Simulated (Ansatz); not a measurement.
`BN(CC)[SiH2]Cl`, charge 0, multiplicity 1.

Q: Give a relaxed structure at PBE0-D4/def2-TZVP (Ansatz 0.2.0). (Best estimate.)

A: Computed: 
Z-matrix (Å, degrees):
```
C
N 1 1.470
C 1 1.516 2 112.5
H 1 1.093 2 108.2 3 -121.9
H 1 1.096 2 109.1 3 122.3
B 2 1.400 1 120.8 3 81.1
Si 2 1.732 1 118.0 3 -100.0
H 3 1.093 1 110.4 2 -179.7
H 3 1.091 1 111.1 2 60.0
H 3 1.092 1 110.3 2 -60.1
H 6 1.199 2 119.2 1 2.6
H 6 1.196 2 119.4 1 -178.0
Cl 7 2.061 2 111.3 1 65.7
H 7 1.474 2 109.4 1 -174.5
H 7 1.481 2 109.3 1 -50.3
```
This is one stationary point; other conformers may exist.
